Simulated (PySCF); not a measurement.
**A search over the determinants of ICl**

Unrestricted PBE0; I def2-SVP with ECP28, Cl def2-SVP; scalar-relativistic core potentials (PySCF 2.14). Outer shells of the fragments: I 4d10 5s2 5p5; Cl 3s2 3p5.

Followed along the bond (rough minima from three points):

| 2Ms+1 | unpaired | ⟨S²⟩ at the start | R at minimum (Å) | Te (eV) |
| --- | --- | --- | --- | --- |
| 1 | none | 0.00 | 2.36 | 0.00 |
| 3 | σ ↑, π ↑ | 2.00 | none in the scan | ≤ 1.62 |

Solutions found at the starting distance of 2.280 Å, counted from the lowest of them; the search is not exhaustive and high or unbound solutions are not listed, so other states can lie among these:

```
2Ms+1  unpaired   term  E (eV)  ⟨S²⟩  ⟨Lz²⟩  μ (D)
    1      none    ¹Σ⁺    0.00  0.00   0.00  -1.25
    3  σ ↑, π ↑     ³Π    2.26  2.00   1.00  -1.13
    1  σ ↑, π ↓  mixed    2.52  1.00   1.00  -1.06
    3      π ↑↑    ³Σ⁻    5.48  2.00   0.00  -0.61
    1      π ↑↓  mixed    5.72  1.00   2.01  -0.53
    3      σ ↑↑    ³Σ⁺    5.86  2.00   0.00   0.80
```

A term symbol is given only where ⟨S²⟩ and ⟨Lz²⟩ are close to those of a pure state; real π, δ and φ orbitals otherwise mix terms. A positive dipole means I(−)Cl(+).

Spin–orbit coupling is left out. Counting both spins, an empty level lies below a filled one in some of these solutions, because spin and occupation are held.
